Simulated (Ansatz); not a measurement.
Consider the ligand exchange at the Si–C bond: `F[C@H]1O[C@H]1[SiH3]` + `O[BH][AlH2]` → `[AlH2][BH]O[SiH3]` + `FC1CO1`.

Isolated molecules relaxed with PBE0-D4/def2-TZVP in Ansatz; ΔE leaves out vibrations. CCSD(T)/CBS adds triple-zeta CCSD(T) − MP2 to the extrapolated MP2 energy (def2 sets, frozen cores). Functionals use def2-TZVPP. B3LYP here is the variant with VWN-RPA as its local correlation; programs differ in this. One conformer a species, not always the lowest.

```json
{"level": "PBE-D4", "ΔE (kJ/mol)": "-75.8", "difference from CCSD(T)/CBS": "14.6"}
{"level": "r2SCAN-D4", "ΔE (kJ/mol)": "-87.1", "difference from CCSD(T)/CBS": "3.3"}
{"level": "PBE0-D4", "ΔE (kJ/mol)": "-82.5", "difference from CCSD(T)/CBS": "7.9"}
{"level": "B3LYP-D4", "ΔE (kJ/mol)": "-91.2", "difference from CCSD(T)/CBS": "-0.8"}
{"level": "ωB97X-V", "ΔE (kJ/mol)": "-88.7", "difference from CCSD(T)/CBS": "1.7"}
{"level": "ωB97M-V", "ΔE (kJ/mol)": "-87.7", "difference from CCSD(T)/CBS": "2.7"}
{"level": "B2PLYP", "ΔE (kJ/mol)": "-93.5", "difference from CCSD(T)/CBS": "-3.1"}
{"level": "PBE", "ΔE (kJ/mol)": "-76.8", "difference from CCSD(T)/CBS": "13.6"}
{"level": "r2SCAN", "ΔE (kJ/mol)": "-87.3", "difference from CCSD(T)/CBS": "3.1"}
{"level": "PBE0", "ΔE (kJ/mol)": "-83.4", "difference from CCSD(T)/CBS": "7.0"}
{"level": "B3LYP", "ΔE (kJ/mol)": "-92.9", "difference from CCSD(T)/CBS": "-2.5"}
{"level": "HF/def2-TZVPP", "ΔE (kJ/mol)": "-112.7", "difference from CCSD(T)/CBS": "-22.3"}
{"level": "MP2/def2-TZVPP", "ΔE (kJ/mol)": "-91.9", "difference from CCSD(T)/CBS": "-1.5"}
{"level": "SCS-MP2/def2-TZVPP", "ΔE (kJ/mol)": "-95.7", "difference from CCSD(T)/CBS": "-5.3"}
{"level": "CCSD/def2-TZVPP", "ΔE (kJ/mol)": "-93.5", "difference from CCSD(T)/CBS": "-3.1"}
{"level": "CCSD(T)/def2-TZVPP", "ΔE (kJ/mol)": "-90.0", "difference from CCSD(T)/CBS": "0.4"}
{"level": "HF/def2-QZVPP", "ΔE (kJ/mol)": "-114.7", "difference from CCSD(T)/CBS": "-24.3"}
{"level": "MP2/def2-QZVPP", "ΔE (kJ/mol)": "-92.7", "difference from CCSD(T)/CBS": "-2.3"}
{"level": "SCS-MP2/def2-QZVPP", "ΔE (kJ/mol)": "-96.3", "difference from CCSD(T)/CBS": "-5.9"}
{"level": "HF/CBS(def2)", "ΔE (kJ/mol)": "-114.9", "difference from CCSD(T)/CBS": "-24.5"}
{"level": "MP2/CBS(def2)", "ΔE (kJ/mol)": "-92.2", "difference from CCSD(T)/CBS": "-1.8"}
{"level": "CCSD/CBS(def2)", "ΔE (kJ/mol)": "-93.8", "difference from CCSD(T)/CBS": "-3.4"}
{"level": "CCSD(T)/CBS", "ΔE (kJ/mol)": "-90.4", "difference from CCSD(T)/CBS": "0"}
```

Largest T1 diagnostic among the species: 0.014.

From PBE to PBE0 (25 % exact exchange), in def2-TZVPP and without D4, ΔE moves by −6.6 kJ/mol. In def2-TZVPP, CCSD(T) changes the Hartree–Fock value by +22.7 kJ/mol (the triples alone add +3.4 kJ/mol) and MP2 by +20.9 kJ/mol.
